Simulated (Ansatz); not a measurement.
A trace of molecular dynamics of CH$_{9}$BN$_{2}$Si (14 atoms, charge 0, multiplicity 1).

Level of theory: RKS B3LYP-D4/STO-3G (Ansatz 0.2.0).

```json
{
 "ensemble": "NVE (velocity Verlet)",
 "starting velocities drawn for": "1000 K",
 "seed": "238229"
}
```

| time (fs) | T (K) | potential energy less start (eV) | conserved less start (meV/atom) |
| --- | --- | --- | --- |
| 0.0 | 1000 | 0.000 | 0.00 |
| 4.5 | 611 | 0.608 | 0.34 |
| 9.0 | 687 | 0.489 | 0.24 |
| 13.5 | 515 | 0.759 | 0.46 |
| 18.0 | 461 | 0.843 | 0.53 |
| 22.5 | 371 | 0.983 | 0.51 |
| 27.0 | 384 | 0.961 | 0.35 |
| 31.5 | 351 | 1.011 | 0.37 |
| 36.0 | 435 | 0.880 | 0.25 |
| 40.5 | 327 | 1.049 | 0.37 |
| 45.0 | 487 | 0.801 | 0.43 |
| 49.5 | 366 | 0.992 | 0.61 |
| 54.0 | 464 | 0.839 | 0.56 |
| 58.5 | 607 | 0.616 | 0.50 |
| 63.0 | 514 | 0.760 | 0.49 |
| 67.5 | 628 | 0.582 | 0.32 |
| 72.0 | 463 | 0.838 | 0.37 |
| 76.5 | 522 | 0.746 | 0.30 |
| 81.0 | 567 | 0.674 | 0.21 |
| 85.5 | 437 | 0.877 | 0.30 |
| 90.0 | 574 | 0.663 | 0.18 |
| 94.5 | 260 | 1.155 | 0.44 |
| 99.0 | 495 | 0.789 | 0.32 |
| 103.5 | 373 | 0.979 | 0.48 |
| 108.0 | 527 | 0.739 | 0.42 |

Q: Can this run be trusted? Judge the integration.

A: The conserved energy stayed within 0.65 meV per atom of its start (net change 0.3 meV per atom), so the integration is sound. Over the second half the temperature averaged 0.49 of the 1000 K drawn at the start: a run that starts near a minimum puts about half its kinetic energy into the potential. A run of 0.11 ps of so small a system gives no equilibrium averages. Limits of this set-up: minimal basis. The time step was 0.5 fs.

Run time: 20 min on 1 thread of Intel(R) Xeon(R) Platinum 8259CL CPU @ 2.50GHz (Skylake/Cascade Lake), with other jobs on the host, peak memory 0.12 GiB.
